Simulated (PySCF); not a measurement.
A structure optimised at PBE-D3(BJ)/def2-SVP, used in a PySCF frequency run:

```
C
O 1 1.2209
C 1 1.4616 2 131.28
C 3 1.3652 1 105.75 2 180.00
F 4 1.3121 3 128.83 1 180.00
O 4 1.3341 5 113.21 3 180.00
H 3 1.0933 4 126.97 5 0.00
C 6 1.4487 4 105.91 5 180.00
H 8 1.1084 6 108.67 4 -120.58
H 8 1.1084 9 109.30 6 118.45
```

Question: Write its SMILES, formula and point group.

Answer: O=C1C=C(F)OC1, C4H3FO2, Cs

Question: What are its rotational constants (standard atomic weights)?

Answer: 6.8701, 2.0734, 1.6094 GHz
